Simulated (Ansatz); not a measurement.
CH2ClNSSi, SMILES `S[Si]1(Cl)C=N1` at its PBE0-D4/def2-TZVP geometry, where that method's forces vanish. Charge 0, multiplicity 1.

```xyz
7

S    -0.2703   -1.3920    1.5315
Si   -0.2348   -0.0305   -0.0683
Cl   -2.0273    0.0399   -1.0210
C     1.2517    0.5753   -0.7760
N     0.7094    1.4517    0.0030
H    -1.6038   -1.3116    1.6817
H     2.1751    0.6672   -1.3508
```

(1) What forces (eV/Å) does r2SCAN-D4/def2-TZVPP give on these atoms in the Gaussian-basis code of Ansatz? (Best estimate.)

Results:

(1) Ansatz gave: 
```
S1   0.014 -0.038  0.062
Si2 -0.078 -0.148 -0.014
Cl3 -0.074  0.021 -0.043
C4   0.137 -0.178 -0.169
N5  -0.023  0.324  0.168
H6  -0.006 -0.001  0.007
H7   0.030  0.020 -0.012
```
